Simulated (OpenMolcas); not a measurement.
**How the cost of B97-1 grows with the basis: BNH3F3**

The species is BNH3F3 (8 atoms), meant as a singlet with charge 0. As SMILES, `[NH3+][B-](F)(F)F`. The coordinates come from a PBE0-D4/def2-TZVP relaxation.

B97-1, energy, OpenMolcas 26.06, on 1 thread of Intel Xeon Platinum 8375C at 2.90GHz (Ice Lake), shared host. N is the number of basis functions, t the processor time.

```
        basis    N  t (s)   ln N   ln t
        3-21G   51    3.8  3.932  1.335
     6-31G(d)   76    6.9  4.331  1.932
   6-31G(d,p)   85    8.5  4.443  2.140
  6-311G(d,p)  108     14  4.682  2.639
6-311++G(d,p)  131      ?  4.875      ?
```

Task: Fit t = C·Nᵖ to the known rows and estimate the time in 6-311++G(d,p).

Result: 
1. Means of the 4 rows: ln N = 4.34700, ln t = 2.0115.
2. Σ(Δln N)² = 0.29392, Σ(Δln N·Δln t) = 0.50457, so the slope is 0.50457/0.29392 = 1.7167.
3. Intercept: 2.0115 − (1.7167) × 4.34700 = -5.4510. The largest residual of the fit is 0.052.
4. ln t = -5.4510 + 1.7167 × 4.875, so t ≈ 19 s.

The run took 26 s, so the estimate is too short by a factor of about 1.4. The fitted power is 1.7, with the electron count fixed. Fixed start-up costs flatten the line at the short runs, so it runs low for the long one.
